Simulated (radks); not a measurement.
Problem. Species: Al V. Configuration: [He] 2s2 2p5 (the NIST ground configuration). Method: scalar-relativistic Kohn-Sham, Wu-Cohen GGA, spin-polarised, spherical densities, finite nucleus; open shells are filled with parallel spins first; Fermi nuclear charge, rms radius 3.061 fm; computed with a radial shooting solver on a logarithmic mesh with Libxc functionals. Some entries of the table are withheld. Estimate them.

orbital  occ.  eigenvalue (hartree)  <1/r> (bohr^-1)
1s up       1             -58.43378              (1)
1s down     1             -58.37568              (2)
2s up       1              -6.52083            2.429
2s down     1              -6.41353            2.414
2p up       3              -5.15124            2.326
2p down     2              -5.03420            2.311
3s up       0                   (3)           0.7782
3s down     0                   (4)           0.7721

Solution. 
(1) 1s up <1/r> (bohr^-1): 12.62
(2) 1s down <1/r> (bohr^-1): 12.63
(3) 3s up eigenvalue (hartree): -1.77279
(4) 3s down eigenvalue (hartree): -1.75346
